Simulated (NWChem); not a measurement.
System: C4H2BCl; SMILES C#CB(Cl)C#C

Parts of the log:

```
             Northwest Computational Chemistry Package (NWChem) 7.3.0
             --------------------------------------------------------

 C2V symmetry detected

                             Geometry "geometry" -> ""
                             -------------------------

 Output coordinates in angstroms (scale by  1.889725989 to convert to a.u.)

  No.       Tag          Charge          X              Y              Z
 ---- ---------------- ---------- -------------- -------------- --------------
    1 B                    5.0000     0.00000000     0.00000000     0.02698136
    2 C                    6.0000     1.32701399     0.00000000     0.76639214
    3 C                    6.0000     2.39588039     0.00000000     1.37598486
    4 H                    1.0000     3.33886181     0.00000000     1.90753961
    5 C                    6.0000    -1.32701399     0.00000000     0.76639214
    6 C                    6.0000    -2.39588039     0.00000000     1.37598486
    7 H                    1.0000    -3.33886181     0.00000000     1.90753961
    8 Cl                  17.0000     0.00000000     0.00000000    -1.74461824

 Effective nuclear repulsion energy (a.u.)     191.6368160974

      Symmetry information
      --------------------

 Group name             C2v
 Group number             16
 Group order               4
 No. of unique centers     5

                                 NWChem DFT Module
                                 -----------------

 Summary of "ao basis" -> "ao basis" (spherical)
 ------------------------------------------------------------------------------
       Tag                 Description            Shells   Functions and Types
 ---------------- ------------------------------  ------  ---------------------
 B                          pcseg-1                  6       14   3s2p1d
 C                          pcseg-1                  6       14   3s2p1d
 H                          pcseg-1                  3        5   2s1p
 Cl                         pcseg-1                  8       18   4s3p1d

      Symmetry analysis of basis
      --------------------------

        a1         40
        a2         11
        b1         31
        b2         16

            General Information
            -------------------
          SCF calculation type: DFT
          Wavefunction type:  closed shell.
          No. of atoms     :     8
          No. of electrons :    48
           Alpha electrons :    24
            Beta electrons :    24
          Charge           :     0
          Spin multiplicity:     1
          Use of symmetry is: on ; symmetry adaption is: on
          Maximum number of iterations: 150
          AO basis - number of functions:    98
                     number of shells:    44
          Convergence on energy requested:  1.00D-06
          Convergence on density requested:  1.00D-05
          Convergence on gradient requested:  5.00D-04

              XC Information
              --------------
                         B3LYP Method XC Potential
                     Hartree-Fock (Exact) Exchange  0.200
                        Slater Exchange Functional  0.800 local
                    Becke 1988 Exchange Functional  0.720 non-local
              Lee-Yang-Parr Correlation Functional  0.810
                  VWN I RPA Correlation Functional  0.190 local

             Grid Information
             ----------------
          Grid used for XC integration:  medium
          Radial quadrature: Mura-Knowles
          Angular quadrature: Lebedev.
          Tag              B.-S. Rad. Rad. Pts. Rad. Cut. Ang. Pts.
          ---              ---------- --------- --------- ---------
          B                   0.85       49          11.0       434
          C                   0.70       49          14.0       434
          H                   0.35       45          15.0       434
          Cl                  1.00       88          13.0       590
          Grid pruning is: on
          Number of quadrature shells:   280
          Spatial weights used:  Erf1

      Superposition of Atomic Density Guess
      -------------------------------------

 Sum of atomic energies:        -635.55981045

      Non-variational initial energy
      ------------------------------

 Total energy =    -638.074606
 1-e energy   =   -1249.982183
 2-e energy   =     420.270761
 HOMO         =      -0.342625
 LUMO         =      -0.084897

      Symmetry analysis of molecular orbitals - initial
      -------------------------------------------------

  Numbering of irreducible representations:

     1 a1          2 a2          3 b1          4 b2

  Orbital symmetries:

     1 a1          2 a1          3 b1          4 a1          5 b1
     6 a1          7 a1          8 b1          9 b2         10 a1
    11 a1         12 b1         13 a1         14 a1         15 b1
    16 a1         17 b1         18 a1         19 b2         20 b1
    21 b2         22 a1         23 a2         24 b1         25 b2
    26 a1         27 a2         28 b1         29 a1         30 b1
    31 a1         32 b2         33 a1         34 b1

     ---------------------------------------------
      Total Density - Mulliken Population Analysis
     ---------------------------------------------

    Atom       Charge   Shell Charges
 -----------   ------   -------------------------------------------------------
    1 B    5     4.14   2.00  0.70  0.19  1.16  0.05  0.05
    2 C    6     6.32   2.00  0.83  0.58  2.01  0.87  0.02
    3 C    6     6.09   2.00  0.81  0.72  1.85  0.69  0.03
    4 H    1     0.84   0.63  0.19  0.02
    5 C    6     6.32   2.00  0.83  0.58  2.01  0.87  0.02
    6 C    6     6.09   2.00  0.81  0.72  1.85  0.69  0.03
    7 H    1     0.84   0.63  0.19  0.02
    8 Cl  17    17.36   2.00  2.00  1.21  0.73  5.99  3.90  1.49  0.02

   convergence    iter        energy       DeltaE   RMS-Dens  Diis-err
 ---------------- ----- ----------------- --------- --------- ---------
 d= 0,ls=0.0,diis     1   -638.4914619490 -8.30D+02  1.15D-02  5.98D-01
 d= 0,ls=0.0,diis     2   -638.5287588936 -3.73D-02  7.40D-03  3.03D-01
 d= 0,ls=0.0,diis     3   -638.5624426709 -3.37D-02  2.52D-03  7.29D-02
 d= 0,ls=0.0,diis     4   -638.5670512742 -4.61D-03  1.34D-03  3.83D-02
 d= 0,ls=0.0,diis     5   -638.5722007639 -5.15D-03  3.03D-04  8.99D-04
  Resetting Diis
 d= 0,ls=0.0,diis     6   -638.5723201291 -1.19D-04  8.00D-05  4.36D-05
 d= 0,ls=0.0,diis     7   -638.5723272238 -7.09D-06  3.18D-05  1.75D-06
 d= 0,ls=0.0,diis     8   -638.5723271234  1.00D-07  1.66D-05  2.42D-06
 d= 0,ls=0.0,diis     9   -638.5723275090 -3.86D-07  2.23D-06  5.22D-08

         Total DFT energy =     -638.572327509035
      One electron energy =    -1254.450062725017
           Coulomb energy =      478.823647987727
    Exchange-Corr. energy =      -54.582728869139
 Nuclear repulsion energy =      191.636816097394

 Numeric. integr. density =       47.999998178759

                  Occupations of the irreducible representations
                  ----------------------------------------------

                     irrep           alpha         beta
                     --------     --------     --------
                     a1               12.0         12.0
                     a2                1.0          1.0
                     b1                8.0          8.0
                     b2                3.0          3.0

                       DFT Final Molecular Orbital Analysis
                       ------------------------------------

 Vector   22  Occ=2.000000D+00  E=-3.111472D-01  Symmetry=a1
              MO Center= -2.4D-14,  1.4D-17,  8.7D-01, r^2= 5.1D+00
   Bfn.  Coefficient  Atom+Function         Bfn.  Coefficient  Atom+Function
  ----- ------------  ---------------      ----- ------------  ---------------
    20      0.280332  2 C  pz                53      0.280332  5 C  pz
    34      0.251173  3 C  pz                67      0.251173  6 C  pz
    90      0.221707  8 Cl pz                32     -0.164997  3 C  px
    65      0.164997  6 C  px                23      0.141771  2 C  pz
    56      0.141771  5 C  pz                37      0.131531  3 C  pz

 Vector   23  Occ=2.000000D+00  E=-3.054833D-01  Symmetry=a2
              MO Center=  6.8D-15, -5.7D-16,  1.1D+00, r^2= 4.9D+00
   Bfn.  Coefficient  Atom+Function         Bfn.  Coefficient  Atom+Function
  ----- ------------  ---------------      ----- ------------  ---------------
    33      0.316182  3 C  py                66     -0.316182  6 C  py
    19      0.307737  2 C  py                52     -0.307737  5 C  py
    22      0.177059  2 C  py                55     -0.177059  5 C  py
    36      0.175250  3 C  py                69     -0.175250  6 C  py

 Vector   24  Occ=2.000000D+00  E=-2.946962D-01  Symmetry=b1
              MO Center=  2.9D-14,  5.2D-17,  8.3D-01, r^2= 5.5D+00
   Bfn.  Coefficient  Atom+Function         Bfn.  Coefficient  Atom+Function
  ----- ------------  ---------------      ----- ------------  ---------------
    34      0.282115  3 C  pz                67     -0.282115  6 C  pz
    88      0.271465  8 Cl px                20      0.237681  2 C  pz
    53     -0.237681  5 C  pz                37      0.164227  3 C  pz
    70     -0.164227  6 C  pz                18     -0.153492  2 C  px
    32     -0.154088  3 C  px                51     -0.153492  5 C  px

[...]
```

Level: B3LYP/pcseg-1. Geometry: optimised at PBE-D3(BJ)/def2-SVP. B3LYP is NWChem's, with the RPA form of VWN correlation.

Problem. Reconstruct the input file.

Solution. One answer among several that fit: the input that was run:
```
start job
memory heap 200 mb stack 900 mb global 1100 mb
geometry units angstroms noautoz
  B      0.006150    -0.000086     0.000000
  C      0.746716     1.326284     0.000000
  C      1.357245     2.394616     0.000000
  H      1.889692     3.337088     0.000000
  C      0.744405    -1.327743     0.000000
  C      1.353061    -2.397143     0.000000
  H      1.883723    -3.340633     0.000000
  Cl    -1.765449     0.001400     0.000000
end
basis spherical
  B library pcseg-1
  C library pcseg-1
  H library pcseg-1
  Cl library pcseg-1
end
dft
  xc b3lyp
  iterations 150
  mulliken
end
task dft energy
```
